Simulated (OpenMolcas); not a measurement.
# Pr³⁺: from CASSCF to CASPT2

| Quantity | Value |
| --- | --- |
| Program | OpenMolcas 26.06 |
| Basis | ANO-RCC-VQZP [9s8p6d4f3g2h] |
| Scalar Hamiltonian | DKH2, point nucleus |
| Active space | 2 electrons in 7 orbitals (4f) |
| State averaging | 2S+1 = 3 even, 21 roots; 2S+1 = 1 even, 28 roots |
| Spin-orbit coupling | RASSI with atomic mean-field integrals over the reference wave functions, term energies averaged over their components |

Methods on the same reference wave functions:
A. CASSCF
B. SS-CASPT2, IPEA 0.25 Eh, imaginary shift 0.1 Eh (closed shells correlated: 5s 5p)

Energies in cm⁻¹ above 4f² ³H₄, the measured ground level; measured values from Martin, Zalubas and Hagan, Atomic Energy Levels: The Rare-Earth Elements, NSRDS-NBS 60 (1978).

```
  Level      A      B  Measured
4f² ³H₄    0.0    0.0       0.0
4f² ³H₅   2277   2310      2152
4f² ³H₆   4687   4720      4389
4f² ³F₂   6788   5350      4997
4f² ³F₃   8249   6870      6415
4f² ¹D₂  23461  18990     17334
4f² ¹I₆  28058  25360     22212
4f² ³P₀  29511  24510     21390
4f² ³P₁  30148  25230     22007
4f² ³P₂  31354  26460     23161
4f² ¹S₀  64273  50450
```

Deviations, from unrounded energies. A percentage is the sum of absolute deviations over the sum of measured energies, with the sign that they share, or ± where signs differ.

```tsv
Against measurement	Levels	A	B
mean absolute deviation (cm-1)	9	4500	1700
fine structure of the ground term (%)	2	+6.5	+7.5
other terms of the ground configuration (%)	7	+34.1	+13.0
```

B lies closest to measurement on these levels. The largest miss of B in the table is 4f² ³P₂, by +3300 cm-1. The ranking rests on the paired levels alone, and a cruder setting can come out closer through cancelling errors.

From A to B the spin-free energies of the other terms of 4f² shown, above ³H, scale by factors of 0.76 to 0.89, as is usual when dynamic correlation screens the repulsion within a d or f shell.

The lowest spin-free term lies below A's lowest term by 0.264 hartree in B.

CASPT2 breaks the degeneracy within a term, and the mean is taken; among the terms shown or strongly mixed into the levels shown the widest spread is 890 cm-1 (4f² ¹I, B). Without dynamic correlation excited terms often stand tens of per cent too high (terms of higher spin than the ground term too low), and those without a measured partner can miss by more than the paired ones (holds for A). Some levels mix across a computed gap that differs much from the measured one, so their mixing is not that of the real levels (holds for A). The CASPT2 spread within a term exceeds the gap to the next term for 4f² ¹I and 4f² ³P, so the order of their levels is uncertain (holds for B). Computed and measured levels are paired by configuration, term and J; levels that our copy of the source lacks, or whose pairing is in doubt (as where it misses far off the trend of its configuration), stay unpaired and out of the deviations. Levels of configurations outside the active space are missing. The table leaves out levels that lie high or whose names do not pair safely across all columns.
